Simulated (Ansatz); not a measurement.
Reaction (ligand exchange at the Hf–C bond): `C#[C][Hf]([Cl])([Cl])[Cl]` + CH₃OH → `C[O][Hf]([Cl])([Cl])[Cl]` + `C#C`

Calculated with Ansatz (gas phase, PBE0-D4/def2-TZVP geometries, no zero-point term in ΔE). CBS: MP2 limit from def2 TZ/QZ plus the TZ coupled-cluster correction, frozen cores. This one scheme is used for every species. Functionals use def2-TZVPP. def2 core potentials past Kr. For Hf outer-core shells are correlated without core-valence functions, which leaves a few kJ/mol of doubt a bond. Each species was taken in one conformer, which may not be the lowest.

`C#[C][Hf]([Cl])([Cl])[Cl]`:

Cartesian coordinates in Å:
```
C -1.001 -1.299 -1.545
C -0.461 -0.599 -0.711
Hf 0.494 0.641 0.763
Cl 1.186 2.597 -0.280
Cl -1.054 1.098 2.432
Cl 2.311 -0.525 1.619
H -1.475 -1.913 -2.277
```

CH₃OH:

Cartesian coordinates in Å:
```
C 0.344 0.009 -0.093
O -0.860 -0.558 0.371
H 1.094 -0.782 -0.083
H 0.698 0.823 0.552
H 0.260 0.386 -1.120
H -1.536 0.122 0.373
```

`C[O][Hf]([Cl])([Cl])[Cl]`:

```xyz
9

C     1.435   -0.795    0.548
O     0.277   -0.154    0.108
Hf   -1.276    0.707   -0.487
Cl   -2.804    0.783    1.285
Cl   -0.705    2.872   -1.171
Cl   -2.158   -0.515   -2.279
H     1.327   -1.078    1.598
H     1.611   -1.695   -0.047
H     2.293   -0.126    0.446
```

`C#C`:

Cartesian coordinates in Å:
```
C -0.452 -0.250 -0.302
C 0.452 0.250 0.302
H -1.257 -0.695 -0.840
H 1.257 0.695 0.840
```

CCSD(T)/CBS gives -126.9 kJ/mol.

Question: Another level gave -126.7 kJ/mol. Which?
A. r2SCAN-D4/def2-TZVPP
B. CAM-B3LYP-D4/def2-TZVPP
C. BHLYP/def2-TZVPP
D. RPA@PBE/def2-TZVPP

Answer: A. r2SCAN-D4 -126.7, BHLYP -132.5, RPA@PBE/def2-TZVPP -118.7, CAM-B3LYP-D4 -138.6 kJ/mol.

Largest T1 diagnostic among the species: 0.014.

Leaving LDA and LC-ωPBE aside and taking each functional with its dispersion term where it has one, the values, not all of them listed here, spread over 18.9 kJ/mol, from CAM-B3LYP-D4 to revPBE-D4. LDA lies −10.3 kJ/mol from PBE without D4. In def2-TZVPP, CCSD(T) changes the Hartree–Fock value by +5.5 kJ/mol (the triples alone add +2.2 kJ/mol) and MP2 by +4.9 kJ/mol.
